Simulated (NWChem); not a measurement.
Molecule: BeSiH₄O; SMILES [SiH3][Be][OH]

```xyz
7

Be    -0.0055    -0.8343     0.0031
O     -0.0048    -2.2268     0.0004
H      0.0588    -3.1729    -0.0098
Si    -0.0005     1.3305     0.0001
H     -0.9013     1.9002    -1.0559
H      1.3677     1.8893    -0.2584
H     -0.4569     1.9085     1.3078
```
Atoms are numbered in this order, from 1.

Geometry: optimised at PBE0/def2-SVP.

Q: List the 4 lowest vertical singlet excitations from B3LYP/def2-SVPD, TDA (NWChem).

A: 
```json
[
 {"state": "S1", "energy (eV)": "6.52", "oscillator strength": "0.101", "leading excitation (squared amplitude)": "HOMO → LUMO (0.93)"},
 {"state": "S2", "energy (eV)": "6.53", "oscillator strength": "0.102", "leading excitation (squared amplitude)": "HOMO → LUMO+1 (0.93)"},
 {"state": "S3", "energy (eV)": "6.62", "oscillator strength": "0.153", "leading excitation (squared amplitude)": "HOMO → LUMO+2 (0.97)"},
 {"state": "S4", "energy (eV)": "7.33", "oscillator strength": "0.025", "leading excitation (squared amplitude)": "HOMO → LUMO+3 (0.98)"}
]
```
